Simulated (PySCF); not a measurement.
AlCl, charge +1, multiplicity 2. Atoms are numbered in the order given.

```xyz
2

Al     0.0000     0.0000    -1.1466
Cl     0.0000     0.0000     0.8768
```
Charge +1, spin multiplicity 2.

Geometry: PBE0-D3(BJ)/def2-TZVPD. The multiplicity is an assumed one; other spin states were not compared.

Calculation: M06-2X/def2-TZVPD in PySCF.

Mulliken values depend strongly on the basis, most of all with diffuse functions as here. ESP charges are fitted to the potential on shells at 1.4 to 2.0 van der Waals radii. Atomic charges (e):

```
atom  meta-Löwdin  ESP fit  Mulliken  Mulliken spin
----  -----------  -------  --------  -------------
Al1    (withheld)     1.03      0.93           0.85
Cl2    (withheld)    -0.03      0.07           0.15
```

Q: Complete the blanks. (An estimate is asked for; the answer gives what the named calculation found.)

A: 
- Al1, meta-Löwdin: 1.08
- Cl2, meta-Löwdin: -0.08
